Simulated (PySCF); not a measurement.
Molecule: bis(prop-2-enyl)borinic acid, C₆H₁₁BO, charge 0, multiplicity 1. SMILES: C=CCB(O)CC=C
Coordinates optimised at B3LYP-D3(BJ)/def2-TZVP (Ansatz):
```xyz
19

C      2.6472     1.5561     1.4393
C      1.6666     0.6691     1.5620
C      1.4977    -0.5579     0.7202
B      0.2099    -0.5519    -0.1959
O      0.3112    -1.1214    -1.4226
C     -1.1659     0.1094     0.2648
C     -2.3427    -0.3560    -0.5291
C     -2.7598     0.1748    -1.6766
H      2.6985     2.4351     2.0686
H      3.4357     1.4310     0.7056
H      0.9025     0.8439     2.3154
H      1.3905    -1.4333     1.3792
H      2.3872    -0.7374     0.1118
H     -0.5290    -1.0958    -1.9063
H     -1.0222     1.1910     0.1444
H     -1.3221    -0.0521     1.3346
H     -2.8468    -1.2459    -0.1607
H     -2.3005     1.0669    -2.0893
H     -3.5913    -0.2455    -2.2270
```

Dispersion corrections to the total energy (kcal/mol) from the dftd3 and dftd4 libraries through PySCF: D3(BJ) without and D4 with the three-body term, each with the damping fitted for the functional named.

```tsv
functional	D3(BJ)	D4
revPBE	-25.46	___
BHLYP	___	-10.82
HSE06	-6.66	-7.62
B3LYP	-17.05	-15.27
PW6B95	-4.97	-8.17
CAM-B3LYP	-7.84	___
TPSSh	-11.71	-11.92
```

### Question
Complete the blanks.

### Answer

- revPBE, D4: -31.10
- BHLYP, D3(BJ): -13.03
- CAM-B3LYP, D4: -8.26
